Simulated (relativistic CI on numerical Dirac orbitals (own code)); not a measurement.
## Crystal-field levels of Ru⁵⁺, 4d3

Calculated by Dirac-Coulomb-Breit CI, orbitals from a KLI potential per configuration, model QED (radiative potential, 1s self-energy scaled to tabulated hydrogen-like ionisation energies), valence Slater integrals scaled by 0.85, one configuration in a parametric crystal field (own radial code).

Field parameters in Wybourne normalisation: Td as Oh with Dq negative (B⁴₀ = 21Dq, B⁴₄ = √(5/14) B⁴₀). The field is a parameter set, without covalency.

S is read from ⟨S²⟩ = S(S + 1).

Levels (cm⁻¹, degeneracy): 0 (4), 688 (2), 2089 (4), 3252 (2), 6964 (4), 7080 (2), 8020 (2), 8229 (4), 11363 (4), 14398 (4), 16008 (2), 16261 (2).

(1) Which field gives this pattern?
A. Td, 10Dq = -18950 cm⁻¹
B. Td, 10Dq = -6800 cm⁻¹
C. Td, 10Dq = -12850 cm⁻¹
D. Td, 10Dq = -3800 cm⁻¹

Results:

(1) B. Td, 10Dq = -6800 cm⁻¹, ground level with S = 1.48.
